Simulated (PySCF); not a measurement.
H₃O, charge +1. Atoms are numbered in the order given.

```xyz
4

O      0.0000     0.0000     0.0757
H      0.8132     0.4695    -0.2018
H      0.0000    -0.9390    -0.2018
H     -0.8132     0.4695    -0.2018
```
Charge +1, spin multiplicity 1.

Coordinates come from a PBE0-D3(BJ)/def2-TZVPD optimisation.

Calculation: TDA-M06-2X/def2-TZVPD (PySCF).

Vertical excitations; the highest root listed may be one member of a degenerate set. Isolated molecule, no solvent. State labels are in the subgroup Cs.

Computed excitation energies, oscillator strengths and character:
| state | symmetry | energy (eV) | λ (nm) | f | main pairs |
|---|---|---|---|---|---|
| S1 | A' | 11.74 | 106 | 0.041 | HOMO→LUMO 97 % |
| S2 | A" | 13.84 | 90 | 0.014 | HOMO→LUMO+1 (degenerate set) |
| S3 | A' | 13.84 | 90 | 0.014 | HOMO→LUMO+2 (degenerate set) |
| S4 | A' | 16.51 | 75 | 0.000 | HOMO→LUMO+3 91 % |
| S5 | A' | 16.58 | 75 | 0.001 | HOMO→LUMO+5 (degenerate set) |
| S6 | A" | 16.58 | 75 | 0.001 | HOMO→LUMO+4 (degenerate set) |
| S7 | A' | 16.86 | 74 | 0.195 | HOMO−1→LUMO (degenerate set) |
| S8 | A" | 16.86 | 74 | 0.195 | HOMO−2→LUMO (degenerate set) |
| S9 | A' | 18.25 | 68 | 0.132 | HOMO→LUMO+6 96 % |
| S10 | A' | 18.52 | 67 | 0.039 | HOMO→LUMO+7 90 % |
| T1 | A' | 11.04 | 112 | 0 | HOMO→LUMO 94 % |
| T2 | A" | 13.34 | 93 | 0 | HOMO→LUMO+1 (degenerate set) |
| T3 | A' | 13.34 | 93 | 0 | HOMO→LUMO+2 (degenerate set) |
| T4 | A' | 15.81 | 78 | 0 | HOMO−1→LUMO 89 % |
Triplets are in the Tamm–Dancoff approximation.
